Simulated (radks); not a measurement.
The krypton ion Kr2+ inside a hard spherical wall (all orbitals vanish at R), configuration held at [Ar] 3d10 4s2 4p4 and not refilled when levels cross. Method: scalar-relativistic Kohn-Sham, PBE, spin-polarised, spherical densities, point nucleus; open shells are filled with parallel spins first; computed with a radial shooting solver on a logarithmic mesh with Libxc functionals. Eigenvalues in eV for spin up, with the zero of energy where the potential of the charges vanishes at infinity; a dash marks a level that is unbound or too diffuse for the functional's potential to be trusted. A positive occupied level is held by the wall or, in an anion where self-interaction has pushed it up, behind a barrier. The pressure on the wall is -dE/dV.

[
 {"R (bohr)": "free", "E (hartree)": "-2788.85234", "kinetic (hartree)": "2852.752", "e(3p)": "-220.67", "e(3d)": "-106.88", "e(4s)": "-46.961", "e(4p)": "-31.848", "e(5s, empty)": "-12.831", "e(4d, empty)": "-12.716", "pressure (GPa)": "0"},
 {"R (bohr)": "15", "E (hartree)": "-2788.85234", "kinetic (hartree)": "2852.752", "e(3p)": "-220.67", "e(3d)": "-106.88", "e(4s)": "-46.961", "e(4p)": "-31.848", "e(5s, empty)": "-12.831", "e(4d, empty)": "-12.716", "pressure (GPa)": "< 0.0001"},
 {"R (bohr)": "10", "E (hartree)": "-2788.85234", "kinetic (hartree)": "2852.752", "e(3p)": "-220.67", "e(3d)": "-106.88", "e(4s)": "-46.961", "e(4p)": "-31.848", "e(5s, empty)": "-12.827", "e(4d, empty)": "-12.716", "pressure (GPa)": "< 0.0001"},
 {"R (bohr)": "8", "E (hartree)": "-2788.85234", "kinetic (hartree)": "2852.752", "e(3p)": "-220.67", "e(3d)": "-106.88", "e(4s)": "-46.961", "e(4p)": "-31.848", "e(5s, empty)": "-12.752", "e(4d, empty)": "-12.702", "pressure (GPa)": "0.000188"},
 {"R (bohr)": "7", "E (hartree)": "-2788.85231", "kinetic (hartree)": "2852.753", "e(3p)": "-220.67", "e(3d)": "-106.87", "e(4s)": "-46.960", "e(4p)": "-31.847", "e(5s, empty)": "-12.539", "e(4d, empty)": "-12.657", "pressure (GPa)": "0.00348"},
 {"R (bohr)": "6", "E (hartree)": "-2788.85196", "kinetic (hartree)": "2852.758", "e(3p)": "-220.65", "e(3d)": "-106.86", "e(4s)": "-46.947", "e(4p)": "-31.833", "e(5s, empty)": "-11.813", "e(4d, empty)": "-12.483", "pressure (GPa)": "0.0630"},
 {"R (bohr)": "2.5", "E (hartree)": "-2787.05165", "kinetic (hartree)": "2861.602", "e(3p)": "-205.67", "e(3d)": "-92.082", "e(4s)": "-33.228", "e(4p)": "-14.826", "e(5s, empty)": "70.339", "e(4d, empty)": "16.096", "pressure (GPa)": "1590"}
]
